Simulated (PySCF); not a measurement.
**How methods differ on the fine-structure interval of Sm²⁷⁺**

Sm²⁷⁺ [Ar] 3d10 4s2 4p5 [4p1/2^2 4p3/2^3, M_J = 3/2] → Sm²⁷⁺ [Ar] 3d10 4s2 4p5 [4p1/2^1 4p3/2^4, M_J = 1/2], as a difference of total energies. All numbers are calculated (PySCF 2.14, the two-component X2C-1e Hamiltonian, in an uncontracted even-tempered set (17 s from 2.3 bohr⁻², ratio 2.8; 14 p from 2.9 bohr⁻², ratio 2.8; 8 d from 5.2 bohr⁻², ratio 2.8; 4 f from 16 bohr⁻², ratio 3)). Correlated levels: [Ne] frozen; the 80 highest virtual spinors dropped. "Screened" scales the spin-orbit matrix elements by Boettger's factors to mimic the two-electron term; Breit and QED terms are absent.

```
                    method  fine-structure interval (cm⁻¹)
 GHF (screened spin-orbit)                          293260
GMP2 (screened spin-orbit)                          293830
     GHF (bare spin-orbit)                          303750
```
